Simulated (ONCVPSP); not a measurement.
**What one change does to a pseudopotential (terbium, ONCV)**

- Element: terbium
- Generator: ONCVPSP 4.0.1
- Type: optimised norm-conserving Vanderbilt (ONCV)
- Functional: LDA (Perdew-Wang 92)
- Relativity: fully relativistic
- Frozen core: [Kr] 4d10 4f8
- Valence charge: 11
- Reference configuration: 5s2 5p6 5d1.5 6s1.5
- Partial waves: 5s+6s: rc 2.05 bohr, ncon 4, nbas 7, qcut 7.6 1/bohr, 2 projectors; 5p: rc 2.40 bohr, ncon 3, nbas 8, qcut 4.9 1/bohr, 1 projector; 5d: rc 3.75 bohr, ncon 4, nbas 9, qcut 4.5 1/bohr, 1 projector
- Local potential: polynomial inside 1.50 bohr (lpopt 3, dvloc0 0 Ha)
- Core correction: polynomial model core, fcfact 0.65

Open shells are filled in proportion to 2j + 1.

Change: reference 5s2 5p6; waves 5s: rc 2.05 bohr, ncon 4, nbas 7, qcut 7.6 1/bohr, 2 projectors, debl 2.4 Ha; d scattering state at 0.07 Ha: rc 3.75 bohr, ncon 4, nbas 9, qcut 4.5 1/bohr, 1 projector. In the s channel the program set the typed energies aside and used -2.817, 0.050 Ha. In the d channel the program set the typed energies aside and used -0.910 Ha (j = l + 1/2; the other j can differ).

Cutoffs: the cutoffs (Ha) at which the residual kinetic energy of the hardest occupied pseudo-wave falls to 1 and 0.1 mHa per electron; they do not see the model core or the augmentation charge, which bear on the density cutoff. Errors are all-electron minus pseudo energies relative to the spin-unpolarised reference configuration.

Question: What does the change do?

Answer: The potential gets neither clearly harder nor softer (17 Ha and 20 Ha → 17 Ha and 20 Ha); the number of tests that count goes from 4 to 3; neither file shows a bound ghost.

| quantity | base | changed |
| --- | --- | --- |
| cutoff, loose | 17 Ha | 17 Ha |
| cutoff, tight | 20 Ha | 20 Ha |
| bound ghosts | none | none |
| GHOST(+) flags under 300 eV | s at 204.7 eV | s at 187.3 eV |
| tests counted as reliable (solved cleanly; for ONCVPSP, near-neutral configurations with less than one 5d electron left out) | 4 of 4 | 3 of 4 |
| s: phases at 2.08 bohr within 0.05 rad from the reference energy up to (Ha; the scan ends near 5) | to the end of the scan | to the end of the scan |
| p3/2: phases at 2.43 bohr within 0.05 rad from the reference energy up to (Ha; the scan ends near 5) | 0.2 | -0.8 |
| p1/2: phases at 2.43 bohr within 0.05 rad from the reference energy up to (Ha; the scan ends near 5) | 0.1 | -0.9 |
| d5/2: phases at 3.81 bohr within 0.05 rad from the reference energy up to (Ha; the scan ends near 5) | 0.4 | -0.4 |
| d3/2: phases at 3.81 bohr within 0.05 rad from the reference energy up to (Ha; the scan ends near 5) | 0.3 | -0.5 |
| rms error of d²Exc/dni dnj with the model core, mHa | 2.30 | 16.70 |

Base: These tests converged, but a pseudo level misses the all-electron one widely, so the file describes the atom poorly there or has found another state: 5s2 5p6 5d1 6s0 6p1: empty 6s by 5.0 eV. Changed file: Tests not counted: 5s2 5p6 5d1 6s2 (no result).
